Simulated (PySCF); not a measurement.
Choosing a molecule for a target property.

Species are written as SMILES; each is one conformer at its optimised geometry, gas phase, non-relativistic unless stated. Electronic properties by PySCF.

Dipoles, sizes and rotational constants follow the conformer. The torsions of the flexible species, by atom-mapped SMILES:
- `[CH2:1]=[CH:2][P:3]([CH:4]=[CH2:5])[C:6]([CH3:7])([CH3:8])[CH3:9]`: C1–C2–P3–C4 38°, C2–P3–C4–C5 -154°, C2–P3–C6–C7 71°
- `[CH2:1]=[CH:2]/[CH:3]=[C:4](/[CH:5]=[CH2:6])[CH2:7][CH2:8][CH3:9]`: C1–C2–C3–C4 -179°, C3–C4–C5–C6 -177°, C3–C4–C7–C8 92°, C4–C7–C8–C9 179°
- `[CH3:1][NH:2][SiH2:3][C:4](=[O:5])[SiH2:6][SiH2:7][SiH3:8]`: C1–N2–Si3–C4 -174°, N2–Si3–C4–O5 6°, Si3–C4–Si6–Si7 -95°, C4–Si6–Si7–Si8 -104°
- `[CH3:1][c:2]1[cH:3][cH:4][cH:5][cH:6][c:7]1/[P:8]=[CH:9]/[F:10]`: C6–C7–P8–C9 51°

Task: Wanted: HOMO–LUMO gap between 5.4 eV and 5.7 eV (PBE0/pcSseg-1) and dipole moment below 0.3 D (PBE0/pcSseg-1), at GFN2-xTB geometries. Which candidate meets both?
A. `CN[SiH2]C(=O)[SiH2][SiH2][SiH3]`
B. `CC1=C(C)C(C)=C(C)C1`
C. `CC1=CC=CC=C1/P=C/F`
D. `C=CP(C=C)C(C)(C)C`
E. `C=C/C=C(/C=C)CCC`

Result: B. Computed values:
```csv
species,HOMO–LUMO gap,dipole moment
CN[SiH2]C(=O)[SiH2][SiH2][SiH3],4.55 eV,1.47 D
C=C/C=C(/C=C)CCC,4.75 eV,0.39 D
CC1=CC=CC=C1/P=C/F,5.20 eV,2.39 D
CC1=C(C)C(C)=C(C)C1,5.51 eV,0.15 D
C=CP(C=C)C(C)(C)C,5.98 eV,1.21 D
```
